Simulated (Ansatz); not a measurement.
`CC(C)[O][Sn][F]` and `CC(C)[O][GaH][OH]` differ in one atom or group.

Ansatz, PBE0-D4/def2-TZVP geometries, multiplicity 1. Each molecule was computed in one conformer, which needn't be the lowest.

Elements past krypton have def2 core potentials. Scalar relativity is left out up to krypton.

```
                                        property  `CC(C)[O][Sn][F]`
              HOMO energy (PBE0/def2-TZVPP) / eV              -7.65
           HOMO energy (ωB97M-V/def2-TZVPP) / eV              -9.91
size of the dipole moment (B3LYP/def2-TZVPP) / D               1.67
           LUMO energy (ωB97M-V/def2-TZVPP) / eV              -0.53
            HOMO–LUMO gap (PBE0/def2-TZVPP) / eV               5.40
             HOMO energy (B3LYP/def2-TZVPP) / eV              -7.46
```

**Question.** Give the same properties after the change, and the shifts. (Best estimate.)

**Answer.** Ansatz gave: 
```
                                        property  `CC(C)[O][GaH][OH]`  shift
              HOMO energy (PBE0/def2-TZVPP) / eV                -7.85  -0.20
           HOMO energy (ωB97M-V/def2-TZVPP) / eV               -10.26  -0.35
size of the dipole moment (B3LYP/def2-TZVPP) / D                 1.99   0.32
           LUMO energy (ωB97M-V/def2-TZVPP) / eV                 1.15   1.68
            HOMO–LUMO gap (PBE0/def2-TZVPP) / eV                 7.35   1.95
             HOMO energy (B3LYP/def2-TZVPP) / eV                -7.62  -0.16
```

With PBE0 the HOMO falls by 0.20 eV and the LUMO rises by 1.75 eV, so the gap widens by about 1.95 eV. PBE moves the HOMO by -0.03 eV and ωB97M-V by -0.35 eV. Dipoles are sizes alone; their direction can turn.

Positive LUMOs are unbound, so they and the gaps depend on the basis.

B3LYP here is the variant with VWN-RPA as its local correlation; programs differ in this.
